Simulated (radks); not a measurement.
The numbers below are computed, except where a source is named.
Effect of the nuclear size on the mercury ion Hg+, [Xe] 4f14 5d10 6s1. Level of theory: Dirac Kohn-Sham, PBE, spin-unpolarised, spherical densities, finite nucleus; Fermi nuclear charge, rms radius 5.4648 fm (a radial shooting solver on a logarithmic mesh with Libxc functionals). The rms radius is varied about that value; shifts are against it.

rms radius (fm)	total energy shift (eV)	density at nucleus (e/bohr^3)	1s1/2 shift (meV)	2s1/2 shift (meV)	4p1/2 shift (meV)	5s1/2 shift (meV)	6s1/2 shift (meV)	6p1/2 (empty) shift (meV)
4.5522	-33.3	2.505e+06	-13300	-1990	-2.48	-22.9	-2.26	0.176
4.9839	-18.0	2.414e+06	-7200	-1070	-1.35	-12.4	-1.22	0.095
5.4648	0	2.324e+06	0.000	0.000	0.000	0.000	0.000	0.000
5.7435	10.9	2.277e+06	4350	649	0.818	7.48	0.738	-0.057
6.4867	41.4	2.165e+06	16600	2470	3.13	28.5	2.81	-0.218

Slopes of the eigenvalues against <r^2> in GHz/fm^2, as finite differences over the two radii next to the reference (eigenvalue slopes, not the field-shift constants of lines): 1s1/2 343000, 2s1/2 51100, 4p1/2 64.2, 5s1/2 589, 6s1/2 58.1, 6p1/2 (empty) -4.51.
